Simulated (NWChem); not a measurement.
Species: SiH2O2BrF; SMILES O[Si](O)(F)Br

```xyz
7

O      1.3348     1.3038     0.8680
Si     0.0152     0.8143     0.0107
O      0.0886     1.4910    -1.4990
F     -1.3717     1.2797     0.7284
Br    -0.0055    -1.3957    -0.0074
H      1.6239     2.2136     0.6730
H     -0.6881     1.3599    -2.0706
```
Atoms are numbered in this order, from 1.

All runs: NWChem. Coordinates come from a PBE-D3(BJ)/def2-SVP optimisation. Total energies compare along this basis series because the functional is fixed.

```tsv
level	basis functions	energy (Ha)	highest occupied level (eV)	orbital gap (eV)	dipole (D)
PBE0/pcseg-1	97	-3114.3128	-8.92	8.80	2.17
PBE0/aug-pcseg-1	150	-3114.3385	-8.93	(withheld)	(withheld)
PBE0/pcseg-2	195	-3114.8677	-8.91	8.50	2.05
PBE0/STO-3G	44	-3079.6161	-5.13	9.53	2.77
PBE0/def2-SVP	102	-3114.0771	-8.69	8.97	2.24
```

Task: What belongs in the gaps?

Result: 
- PBE0/aug-pcseg-1, orbital gap (eV): 8.09
- PBE0/aug-pcseg-1, dipole (D): 1.99
